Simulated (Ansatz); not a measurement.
One change: `BCCB` becomes `BCC(B)C`.

Ansatz, PBE0-D4/def2-TZVP geometries, multiplicity 1. Each molecule was computed in one conformer, which needn't be the lowest.

| property | `BCCB` |
| --- | --- |
| size of the dipole moment (ωB97M-V/def2-TZVPP) / D | 0.90 |
| LUMO energy (PBE0/def2-TZVPP) / eV | -0.44 |
| HOMO–LUMO gap (PBE/def2-TZVPP) / eV | 5.93 |
| LUMO energy (PBE/def2-TZVPP) / eV | -1.42 |
| HOMO energy (B3LYP/def2-TZVPP) / eV | -8.29 |
| HOMO–LUMO gap (PBE0/def2-TZVPP) / eV | 8.09 |

Task: Give the same properties after the change, and the shifts. (Estimate.)

Result: Ansatz gave: 
```
                                          property  `BCC(B)C`  shift
size of the dipole moment (ωB97M-V/def2-TZVPP) / D       1.11   0.21
                LUMO energy (PBE0/def2-TZVPP) / eV      -0.32   0.12
               HOMO–LUMO gap (PBE/def2-TZVPP) / eV       5.70  -0.23
                 LUMO energy (PBE/def2-TZVPP) / eV      -1.30   0.12
               HOMO energy (B3LYP/def2-TZVPP) / eV      -7.93   0.36
              HOMO–LUMO gap (PBE0/def2-TZVPP) / eV       7.83  -0.26
```

With PBE0 the HOMO rises by 0.38 eV and the LUMO rises by 0.12 eV, so the gap narrows by about 0.26 eV. PBE moves the HOMO by 0.35 eV and ωB97M-V by 0.40 eV. Dipoles are sizes alone; their direction can turn.

B3LYP here is the variant with VWN-RPA as its local correlation; programs differ in this.
